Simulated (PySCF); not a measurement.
## Worked example: chemical shift, span and skew from a shielding tensor

trifluoroacetic acid (C2HF3O2), SMILES FC(C(O)=O)(F)F. Atoms are numbered in the order given.

```xyz
8

O      1.0548     1.5214     0.0000
C     -0.1569     0.9403     0.0000
O     -1.2213     1.5109     0.0000
C     -0.0006    -0.6035     0.0000
F      0.6784    -1.0052     1.0937
F     -1.2034    -1.1863     0.0000
F      0.6784    -1.0052    -1.0937
H      0.8968     2.4914     0.0000
```

Geometry: PBE-D3(BJ)/def2-SVP. The values are those of a single conformer.

GIAO shieldings from PBE/pcSseg-1 run with PySCF, non-relativistic, no solvent. The symmetric part of the tensor of C4 has the principal values 29.5, 50.5, 70.6 ppm. The same nucleus in TMS has σ = 182.0 ppm at this level (PySCF, at its B3LYP-D3(BJ)/def2-TZVP geometry).

### Question
Work out the isotropic shielding, the ¹³C shift against TMS, the span and the skew.

### Answer

σ(iso) = (σ11 + σ22 + σ33)/3 = 50.2 ppm. δ = σ(ref) − σ(iso) = 182.0 − (50.2) = 131.8 ppm.
Span Ω = σ33 − σ11 = 41.1 ppm. Skew κ = 3(σ(iso) − σ22)/Ω = -0.02. Tumbling in solution averages the tensor to δ; in a static solid the shielding alone would spread this spin-1/2 line over Ω.
